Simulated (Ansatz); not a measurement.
The cluster Cu5H4, 9 atoms. Hardware: 4 threads of Arm Neoverse V2 on a shared host.

Correlated methods freeze 45 core orbitals.

(1) How many basis functions does each of these Ansatz runs have, and roughly what does it cost? PBE0-D4/def2-TZVP, charge 0 doublet, energy, from earlier orbitals; PBE-D4/def2-SVP, charge 0 doublet, energy with a search over starts; PBE-D4/def2-SVP, charge 0 doublet, energy, from earlier orbitals; PBE0-D4/def2-SVP, charge 0 doublet, energy, from earlier orbitals; revPBE-D4/def2-TZVP, charge 0 doublet, energy, from earlier orbitals; r2SCANh-D4/def2-TZVP, charge 0 doublet, energy, from earlier orbitals; LDA (SPW92)/def2-TZVP, charge 0 doublet, energy, from earlier orbitals; RPA@PBE/def2-TZVP, charge 0 doublet, energy, from earlier orbitals; HF/STO-3G, charge 0 doublet, energy; B3LYP-D4/def2-SVP, charge 0 doublet, relaxation, 15 steps; r2SCAN-D4/def2-TZVP, charge 0 doublet, energy, from earlier orbitals; MP2/def2-TZVP, charge 0 doublet, energy, from earlier orbitals.

## Answers

(1) Other jobs shared the machine, so times can vary by a factor of up to 3. A dash marks memory too small to be measured apart from the calling script's.

```tsv
run	functions	fitting or Cholesky vectors	wall time	peak host memory (GiB)
LDA (SPW92)/def2-TZVP, charge 0 doublet, energy, from earlier orbitals	249	2441	6 s	0.62
PBE-D4/def2-SVP, charge 0 doublet, energy, from earlier orbitals	175	2152	7 s	–
revPBE-D4/def2-TZVP, charge 0 doublet, energy, from earlier orbitals	249	2441	11 s	0.65
PBE0-D4/def2-SVP, charge 0 doublet, energy, from earlier orbitals	175	1945	13 s	1.1
PBE-D4/def2-SVP, charge 0 doublet, energy with a search over starts	175	2152	15 s	–
PBE0-D4/def2-TZVP, charge 0 doublet, energy, from earlier orbitals	249	2557	23 s	1.6
r2SCAN-D4/def2-TZVP, charge 0 doublet, energy, from earlier orbitals	249	2441	29 s	0.79
RPA@PBE/def2-TZVP, charge 0 doublet, energy, from earlier orbitals	249	2557	33 s	1.1
r2SCANh-D4/def2-TZVP, charge 0 doublet, energy, from earlier orbitals	249	2557	34 s	1.7
HF/STO-3G, charge 0 doublet, energy	94	829	36 s	0.76
MP2/def2-TZVP, charge 0 doublet, energy, from earlier orbitals	249	2557	36 s	1.5
B3LYP-D4/def2-SVP, charge 0 doublet, relaxation, 15 steps	175	2126	2.7 min	1.1
```
